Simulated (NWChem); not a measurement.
Species: H2SeO2; SMILES O[Se]O

```xyz
5

Se     0.3991    -0.0105     0.0000
O     -0.7248    -0.0808    -1.3936
H     -0.9860     0.8248    -1.6068
O     -0.7248    -0.0808     1.3936
H     -0.9860     0.8248     1.6068
```
Atoms are numbered in this order, from 1.

Program: NWChem. Medium grid unless said otherwise, to which SCAN and Minnesota functionals are sensitive. Geometry: optimised at PBE0/def2-SVP. Hybrids' shares of exact exchange are those that their runs print; pure functionals count as 0. The functionals differ in more than this share.

```
row              share of exact exchange  orbital gap (eV)
---------------  -----------------------  ----------------
PBE/def2-SVP                        0.00              3.67
KT2/def2-SVP                        0.00              3.61
B3LYP/def2-SVP                      0.20              5.47
PW6B95/def2-SVP                     0.28              6.14
MN15/def2-SVP                       0.44          withheld
```

Question: Fit a straight line of the last column on the one before it, predict the withheld value, and compare with the run.

Answer: 
1. Means of the 4 shown rows: x = 0.120, y = 4.723. Slope Σ(x − x̄)(y − ȳ)/Σ(x − x̄)² = 0.5464/0.06080 = 8.987; intercept 3.644.
2. The shown rows scatter about the line by 0.028 (root mean square); the largest residual is -0.03, at KT2/def2-SVP.
3. At x = 0.44 (MN15/def2-SVP; beyond the shown range) the line gives 7.60.
4. The run gives 7.41, -0.19 from the line, 6.9 times the scatter.
